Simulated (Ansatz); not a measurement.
Calculated with Ansatz (gas phase, PBE0-D4/def2-TZVP geometries, no zero-point term in ΔE). CBS: MP2 limit from def2 TZ/QZ plus the TZ coupled-cluster correction, frozen cores. DFT in def2-TZVPP. One conformer a species, not always the lowest.

Consider the cleavage of the Si–Si bond: `B[SiH]([SiH3])Cl` + `N=C(O)CO` → `OC/C(O)=N\[SiH3]` + `B[SiH2]Cl`.

**Question.** Is it downhill or uphill in electronic energy at CCSD(T)/CBS, and by how much? (Best estimate.)

**Answer.** The calculation gave: Downhill: ΔE = -0.43 eV.

**Question.** What do these levels give: PBE0-D4, ωB97X-V, r2SCAN, PBE0, HF/def2-TZVPP, SCS-MP2/def2-TZVPP, CCSD/def2-TZVPP, CCSD(T)/def2-TZVPP, HF/def2-QZVPP, SCS-MP2/def2-QZVPP, MP2/CBS(def2), CCSD/CBS(def2)? (Estimate.)

**Answer.** Computed: PBE0-D4 -0.31, ωB97X-V -0.43, r2SCAN -0.38, PBE0 -0.30, HF/def2-TZVPP -0.60, SCS-MP2/def2-TZVPP -0.53, CCSD/def2-TZVPP -0.44, CCSD(T)/def2-TZVPP -0.42, HF/def2-QZVPP -0.61, SCS-MP2/def2-QZVPP -0.53, MP2/CBS(def2) -0.52, CCSD/CBS(def2) -0.44 eV.

Largest T1 diagnostic among the species: 0.013.

In def2-TZVPP, CCSD(T) changes the Hartree–Fock value by +0.18 eV (the triples alone add +0.02 eV) and MP2 by +0.09 eV. From PBE to PBE0 (25 % exact exchange), in def2-TZVPP and without D4, ΔE moves by −0.06 eV.
